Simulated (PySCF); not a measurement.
**How methods differ on the ionisation energy of Pr²⁷⁺**

Pr²⁷⁺ [Ar] 3d10 4s2 4p2 [4p1/2^2, M_J = 0] → Pr²⁸⁺ [Ar] 3d10 4s2 4p1 [4p1/2^1, M_J = 1/2], as a difference of total energies. Calculation: PySCF 2.14, in an uncontracted even-tempered set (17 s from 2.3 bohr⁻², ratio 2.8; 13 p from 2.9 bohr⁻², ratio 2.8; 8 d from 5.2 bohr⁻², ratio 2.8; 4 f from 14 bohr⁻², ratio 3); the two-component X2C-1e Hamiltonian. Correlated levels: [Ne] frozen; the 74 highest virtual spinors dropped. "Screened" scales the spin-orbit matrix elements by Boettger's factors to mimic the two-electron term; Breit and QED terms are absent.

```tsv
method	ionisation energy (eV)
GHF (spin-free)	966.28
GMP2 (spin-free)	967.42
GHF (screened spin-orbit)	981.68
GMP2 (screened spin-orbit)	983.34
```

How much does correlation contribute at GMP2 (screened spin-orbit)?

983.34 − (981.68) = 1.66 eV, measured against GHF (screened spin-orbit).

Breit and QED terms and the two-electron picture change are absent.

The spin-free rows relax to the high-spin LS determinant and lack the spin-orbit shift.

The labels give the starting determinants; with spin-orbit coupling the two ends relaxed to ⟨J²⟩ = 0.00, ⟨L²⟩ = 1.35, ⟨S²⟩ = 1.35 and ⟨J²⟩ = 0.75, ⟨L²⟩ = 2.03, ⟨S²⟩ = 0.77.

For comparison: 985 ± 4 eV (theoretical estimate listed by NIST; NIST Atomic Spectra Database, ionization energies).
